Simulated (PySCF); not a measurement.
The dipole of `C[O+](CC#N)[AlH2-][C](C)(C)C` from its density and from atomic charges.

Coordinates (PBE0-D3(BJ)/def2-SVP, Å) and charges (e) from the PBE0/pcSseg-1 density (PySCF):

| atom | x | y | z | Mulliken | IAO | Hirshfeld | ESP-fitted |
| --- | --- | --- | --- | --- | --- | --- | --- |
| C1 | 2.071 | -1.643 | -0.191 | -0.0395 | -0.2063 | -0.0081 | -0.3155 |
| O2 | 1.684 | -0.365 | 0.311 | -0.6321 | -0.3015 | -0.0337 | -0.0323 |
| C3 | 2.516 | 0.715 | -0.049 | +0.1211 | -0.0829 | +0.0579 | -0.2961 |
| C4 | 2.524 | 0.949 | -1.495 | +0.0305 | +0.1142 | +0.0912 | +0.3979 |
| N5 | 2.537 | 1.107 | -2.641 | -0.2220 | -0.1977 | -0.1832 | -0.4219 |
| Al6 | 0.060 | -0.093 | 1.514 | +0.8748 | +0.6142 | +0.3515 | +0.5568 |
| C7 | -1.430 | 0.183 | 0.215 | -0.7652 | -0.2793 | -0.1188 | +0.3977 |
| C8 | -1.189 | 1.434 | -0.630 | -0.2157 | -0.3945 | -0.1265 | -0.4879 |
| C9 | -1.587 | -1.031 | -0.702 | -0.2054 | -0.3930 | -0.1250 | -0.5007 |
| C10 | -2.708 | 0.365 | 1.038 | -0.2086 | -0.3968 | -0.1207 | -0.3734 |
| H11 | 3.098 | -1.873 | 0.133 | +0.1341 | +0.1505 | +0.0594 | +0.1557 |
| H12 | 1.375 | -2.371 | 0.240 | +0.1685 | +0.1839 | +0.0695 | +0.1664 |
| H13 | 2.004 | -1.655 | -1.289 | +0.1537 | +0.1592 | +0.0553 | +0.1649 |
| H14 | 2.128 | 1.600 | 0.478 | +0.2014 | +0.2113 | +0.0807 | +0.2016 |
| H15 | 3.549 | 0.531 | 0.294 | +0.1768 | +0.1798 | +0.0766 | +0.1917 |
| H16 | 0.130 | -1.504 | 2.277 | -0.2679 | -0.2242 | -0.1941 | -0.3056 |
| H17 | 0.650 | 1.221 | 2.237 | -0.2931 | -0.2329 | -0.1952 | -0.3169 |
| H18 | -1.051 | 2.335 | -0.007 | +0.1163 | +0.1257 | +0.0310 | +0.0808 |
| H19 | -2.046 | 1.635 | -1.303 | +0.1000 | +0.1210 | +0.0292 | +0.1068 |
| H20 | -0.301 | 1.338 | -1.279 | +0.1215 | +0.1161 | +0.0191 | +0.1074 |
| H21 | -0.707 | -1.177 | -1.352 | +0.0996 | +0.1129 | +0.0248 | +0.0959 |
| H22 | -1.742 | -1.964 | -0.133 | +0.1165 | +0.1253 | +0.0315 | +0.0869 |
| H23 | -2.459 | -0.915 | -1.376 | +0.1003 | +0.1209 | +0.0290 | +0.1111 |
| H24 | -2.934 | -0.520 | 1.657 | +0.1182 | +0.1272 | +0.0346 | +0.0744 |
| H25 | -3.586 | 0.530 | 0.381 | +0.0996 | +0.1202 | +0.0296 | +0.0755 |
| H26 | -2.648 | 1.236 | 1.713 | +0.1165 | +0.1267 | +0.0349 | +0.0786 |

**Question.** Compute μ = Σ q r for each scheme (1 e·Å = 4.803 D) and compare with the dipole of the full density.

**Answer.** The full density gives (3.43, -1.50, 0.39) D, 3.77 D in size; dipole vectors point from the negative to the positive end.

| scheme | μx | μy | μz | size (D) | share of the full size (%) | angle to the full dipole (°) |
| --- | --- | --- | --- | --- | --- | --- |
| Mulliken | 4.11 | -1.81 | 0.82 | 4.57 | 121 | 4 |
| IAO | 5.01 | -1.53 | 0.46 | 5.25 | 139 | 7 |
| Hirshfeld | 4.06 | -1.32 | 0.04 | 4.27 | 113 | 8 |
| ESP-fitted | 3.42 | -1.50 | 0.45 | 3.76 | 100 | 1 |

**Question.** Which set comes closest?

**Answer.** Length of the difference vector: ESP-fitted 0.07 D, Hirshfeld 0.73 D, Mulliken 0.86 D, IAO 1.57 D. Closest: ESP-fitted. ESP charges are fitted to the potential around the molecule, whose slowest-falling term is the dipole's. The schemes that divide the density aren't constrained to reproduce the dipole.

**Question.** What is left for the Hirshfeld atoms' own dipoles?

**Answer.** The shares of the density sum to the whole, so what Σ q r misses lies in dipoles about the nuclei. The atomic dipoles sum to (3.43, -1.50, 0.39) − (4.06, -1.32, 0.04) = (-0.63, -0.18, 0.35) D, 0.73 D in size.

**Question.** With the origin at the mean of the coordinates, (-0.002, 0.003, 0.002) Å, which are the largest single terms, by size, of the ESP-fitted dipole along the direction of the full one?

**Answer.** C10 +4.49, C8 +4.02, C1 -3.83, C4 +3.39, N5 -3.25 D; all 26 atoms together +3.76 D. The single terms depend on the origin, their sum doesn't.

**Question.** Give the size of the full dipole in other units.

**Answer.** 3.77 D = 1.482 au = 0.784 e·Å = 12.57 × 10⁻³⁰ C·m.

Geometry: PBE0-D3(BJ)/def2-SVP, one conformer, isolated molecule.

The values belong to the conformer `[CH3:1][O+:2]([CH2:3][C:4]#[N:5])[AlH2-:6][C:7]([CH3:8])([CH3:9])[CH3:10]`: C1–O2–C3–C4 64°, C1–O2–Al6–C7 -88°, O2–Al6–C7–C8 -62°.
